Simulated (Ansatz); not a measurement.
Reaction (isomerisation): `C[O][GeH2][Cl]` → `[OH][GeH2][CH2]Cl`

Program: Ansatz. Geometries: PBE0-D4/def2-TZVP. ΔE: electronic, gas phase. CCSD(T)/CBS adds triple-zeta CCSD(T) − MP2 to the extrapolated MP2 energy (def2 sets, frozen cores). Functionals use def2-TZVPP. B3LYP here is the variant with VWN-RPA as its local correlation; programs differ in this. For Ge outer-core shells are correlated without core-valence functions, which leaves a few kJ/mol of doubt a bond. Scalar relativity is left out up to krypton. One conformer a species, not always the lowest.

(1) Is it downhill or uphill in electronic energy at CCSD(T)/CBS, and by how much? (An estimate is asked.)

(2) What do these levels give: B3LYP-D4, CAM-B3LYP-D4, BLYP, r2SCAN, CCSD/def2-SVP, MP2/def2-TZVPP? (Estimate.)

Largest T1 diagnostic among the species: 0.011.

Results:

(1) Ansatz gave: Uphill: ΔE = +55.3 kJ/mol.

(2) Computed: B3LYP-D4 65.4, CAM-B3LYP-D4 66.6, BLYP 65.6, r2SCAN 63.9, CCSD/def2-SVP 79.3, MP2/def2-TZVPP 57.3 kJ/mol.

From BLYP to BHLYP (50 % exact exchange), in def2-TZVPP and without D4, ΔE moves by +7.0 kJ/mol. Leaving LDA and LC-ωPBE aside and taking each functional with its dispersion term where it has one, the values, not all of them listed here, spread over 13.4 kJ/mol, from revPBE-D4 to BHLYP-D4. LDA lies −4.0 kJ/mol from PBE without D4.
